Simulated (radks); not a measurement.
All-electron atom: Pr3+ in [Xe] 4f1 6d1 (not the ground configuration).

Method: scalar-relativistic Kohn-Sham, PBE, spin-unpolarised, spherical densities, finite nucleus; Fermi nuclear charge, rms radius 4.8919 fm; computed with a radial shooting solver on a logarithmic mesh with Libxc functionals.

Energy parts (Ry):
total: -18469.1889
kinetic: 19614.7202
electron-nucleus: -44630.1742
Hartree: 6974.5278
exchange-correlation: -428.2627

Orbitals (lengths in bohr, moments of r in powers of bohr):
orbital,occ.,eigenvalue (Ry),<r^2>
1s,2,-3076.340,0.0007897
2s,2,-497.7034,0.01254
2p,6,-445.6858,0.01001
3s,2,-110.1105,0.08476
3p,6,-93.63379,0.08479
3d,10,-70.48962,0.07220
4s,2,-24.52956,0.4330
4p,6,-19.11531,0.4874
4d,10,-11.35878,0.5944
4f,1,-3.09656,1.089
5s,2,-5.48750,2.287
5p,6,-4.04955,2.925
6d,1,-0.97647,26.14

The highest occupied level is 6d at -13.286 eV. The electron density at the nucleus is 4.336e+05 e/bohr^3 (large components only).
